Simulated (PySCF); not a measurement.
CClF, neutral, multiplicity 1. Atoms are numbered in the order given.

```xyz
3

F      0.2869    -1.4577     0.0000
C     -0.6717    -0.5829     0.0000
Cl     0.0852     0.9775     0.0000
```

Coordinates come from a ωB97X-D3(BJ)/def2-TZVP optimisation. The isomer is the one that the SMILES or the coordinates give; other isomers of the formula were not compared.

Method: TDA-PBE/def2-TZVPD (PySCF).

Vertical excitations. Isolated molecule, no solvent. State labels are in the subgroup Cs.

Computed lowest excited states:
```csv
state,symmetry,energy (eV),λ (nm),f,main pairs
S1,A",3.54,350,0.011,HOMO→LUMO 97 %
S2,A",4.73,262,0.001,HOMO−1→LUMO 99 %
S3,A',6.00,207,0.002,"HOMO−2→LUMO 57 %, HOMO→LUMO+1 41 %"
S4,A',6.92,179,0.022,HOMO→LUMO+2 92 %
S5,A',7.12,174,0.301,"HOMO→LUMO+1 41 %, HOMO−2→LUMO 26 %, HOMO→LUMO+6 10 %, HOMO→LUMO+5 9 %"
S6,A',7.51,165,0.029,HOMO→LUMO+3 97 %
S7,A",7.64,162,0.036,HOMO→LUMO+4 100 %
S8,A',8.03,154,0.018,HOMO→LUMO+5 85 %
S9,A',8.42,147,0.019,HOMO−1→LUMO+1 90 %
S10,A",8.66,143,0.015,HOMO−3→LUMO 91 %
T1,A",1.72,719,0,HOMO→LUMO 99 %
T2,A",4.44,279,0,HOMO−1→LUMO 100 %
T3,A',4.70,264,0,HOMO−2→LUMO 100 %
T4,A',5.51,225,0,HOMO→LUMO+1 98 %
```
Triplets are in the Tamm–Dancoff approximation.
